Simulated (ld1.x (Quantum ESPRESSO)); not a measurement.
# cerium, TM: configuration errors across variants

| Item | Value |
| --- | --- |
| Element | cerium |
| Generator | ld1.x (Quantum ESPRESSO) 7.5 |
| Type | norm-conserving Troullier–Martins (Kleinman–Bylander form) |
| Functional | PBEsol |
| Relativity | scalar-relativistic |
| Frozen core | [Xe] |
| Valence charge | 4 |
| Reference configuration | 4f1 5d1 6s1.5 6p0 (charge +0.5) |
| Partial waves | 6p (bound, empty): rc 3.55 bohr; 5d (bound): rc 3.10 bohr; 4f (bound): rc 1.05 bohr; 6s (bound): rc 3.55 bohr |
| Local potential | the s channel |
| Core correction | Bessel-smoothed model core, default radius (core density twice the valence density) |

All-electron excitation energies from the reference (eV): (1) 4f1 5d1 6s2 6p0 -2.457; (2) 4f1 5d1 6s1 6p0 3.646; (3) 4f1 5d1 6s0 6p0 14.683; (4) 4f1 5d1 6s1 6p1 0.023; (5) 4f1 5d0 6s2 6p1 -0.140.

Tests that are not counted but printed errors over 1 eV. “base”: 4f2 5d0 6s2 6p0 (pseudo-atom not self-consistent, printed error -68.6 eV); 4f2 5d1 6s0 6p0 (solver errors, printed error -65.2 eV). “wave 6s (bound): rc 3.55 bohr becomes 6s (bound): rc 3.02 bohr”: 4f2 5d0 6s2 6p0 (solver errors, printed error -58.5 eV); 4f2 5d1 6s0 6p0 (solver errors, printed error -64.5 eV). “local potential all-electron potential smoothed inside 3.10 bohr (lloc = -2)”: 4f2 5d0 6s2 6p0 (solver errors, printed error -68.9 eV); 4f2 5d1 6s0 6p0 (solver errors, printed error -70.8 eV). “wave 4f (bound): rc 1.05 bohr becomes 4f (bound): rc 0.88 bohr”: 4f2 5d0 6s2 6p0 (pseudo-atom not self-consistent, printed error -68.6 eV); 4f2 5d1 6s0 6p0 (solver errors, printed error -65.5 eV). “wave 5d (bound): rc 3.10 bohr becomes 5d (bound): rc 2.06 bohr”: 4f2 5d0 6s2 6p0 (pseudo-atom not self-consistent, printed error -68.6 eV); 4f2 5d1 6s0 6p0 (solver errors, printed error -65.3 eV).

2 further variants failed, have other tests or too few solved ones, and are left out.

Errors AE − PS in meV (a dash: test not solved or not reliable):

```csv
change,(1),(2),(3),(4),(5),bound ghosts
base,-0.1,-2.6,-46,-1.8,-110,none
wave 6s (bound): rc 3.55 bohr becomes 6s (bound): rc 3.02 bohr,+0.4,-2.0,-46,-2.1,-94,none
local potential all-electron potential smoothed inside 3.10 bohr (lloc = -2),+1.1,-0.9,-41,-1.6,-80,none
wave 4f (bound): rc 1.05 bohr becomes 4f (bound): rc 0.88 bohr,-0.1,-2.6,-46,-1.8,-110,none
wave 5d (bound): rc 3.10 bohr becomes 5d (bound): rc 2.06 bohr,-0.1,-2.6,-46,-1.8,-110,none
```

Give the same row for: all radii but the core radius scaled by about 0.97 (s 3.44, p 3.44, d 3.00, f 1.02 bohr).

-0.1, -2.5, -46, -1.6, -105; bound ghosts: none. Not counted: 4f2 5d0 6s2 6p0 (pseudo-atom not self-consistent, printed error -68.4 eV); 4f2 5d1 6s0 6p0 (solver errors, printed error -65.3 eV).
